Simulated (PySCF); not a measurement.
A side-by-side comparison of computed properties.

First species: C5H11NP2.
InChI=1S/C5H11NP2/c1-8(5-7)4-2-3-6/h2,4-5,7H2,1H3

Second species: C4H13FN2Si2.
Cartesian coordinates in Å at the GFN2-xTB level; atoms count from 1:
```
atom  x, y, z in Å
C1    -1.384   -1.404    0.877
N2    -1.562   -0.237    0.049
C3    -2.918   -0.111   -0.428
Si4   -0.555    1.147    0.200
N5    -0.768    2.017   -1.275
C6     1.196    0.464    0.504
F7     1.621    0.583    1.800
C8     2.040   -0.071   -0.370
Si9    3.764   -0.700    0.056
H10   -0.346   -1.482    1.191
H11   -1.647   -2.303    0.311
H12   -2.018   -1.368    1.772
H13   -3.180   -0.980   -1.039
H14   -3.632   -0.051    0.402
H15   -3.006    0.788   -1.028
H16   -0.843    2.116    1.267
H17   -0.234    2.859   -1.410
H18   -0.815    1.498   -2.137
H19    1.676   -0.151   -1.384
H20    4.505   -0.839   -1.202
H21    3.656   -2.007    0.711
H22    4.440    0.250    0.938
```

Levels: PBE0/pcSseg-1 for dipole moment, HOMO energy, LUMO energy and HOMO–LUMO gap; GFN2-xTB for rotational constant A and rotational constant C. Geometries: GFN2-xTB. Each species is one conformer at its optimised geometry, gas phase, non-relativistic unless stated. Electronic properties by PySCF.

The conformers computed, where there is a choice (atom-mapped SMILES and torsion angles):
- `[CH3:1][P:2]([CH2:3][PH2:4])[CH2:5][CH2:6][C:7]#[N:8]`: C1–P2–C3–P4 -175°, C1–P2–C5–C6 -81°, P2–C5–C6–C7 180°, H–P4–C3–P2 -70°, H–P4–C3–P2 -163°
- `[CH3:1][N:2]([CH3:3])[Si@H:4]([NH2:5])/[C:6]([F:7])=[CH:8]/[SiH3:9]`: C1–N2–Si4–N5 161°, N2–Si4–C6–F7 -105°, H–N5–Si4–N2 -178°, H–N5–Si4–N2 -41°

(1) Which of the two has the higher dipole moment, and by how much?

(2) Which has the higher HOMO energy?

(3) Which has the higher LUMO energy?

(4) Which has the higher HOMO–LUMO gap?

(5) Which has the higher rotational constant A?

(6) Which of the two has the higher rotational constant C, and by how much?

Results:

(1) The first: 4.92 D against 2.19 D, a difference of 2.73 D.

(2) The second: -6.47 eV against -7.18 eV, a difference of 0.71 eV.

(3) The first: 0.19 eV against -0.72 eV, a difference of 0.91 eV.

(4) The first: 7.37 eV against 5.75 eV, a difference of 1.62 eV.

(5) The first: 1.953 GHz against 1.903 GHz, a difference of 0.050 GHz.

(6) The first: 0.556 GHz against 0.538 GHz, a difference of 0.018 GHz.

On the first: The dipole equals about 16.4 × 10⁻³⁰ C·m (1 D = 3.33564 × 10⁻³⁰ C·m). A dipole of 4.92 D is allowed in C1, and pure rotational transitions are dipole-allowed.

On the second: The dipole equals about 7.3 × 10⁻³⁰ C·m (1 D = 3.33564 × 10⁻³⁰ C·m). A dipole of 2.19 D is allowed in C1, and pure rotational transitions are dipole-allowed. GFN2-xTB frequencies show an imaginary mode (25i cm⁻¹), so this geometry is no minimum at that level.
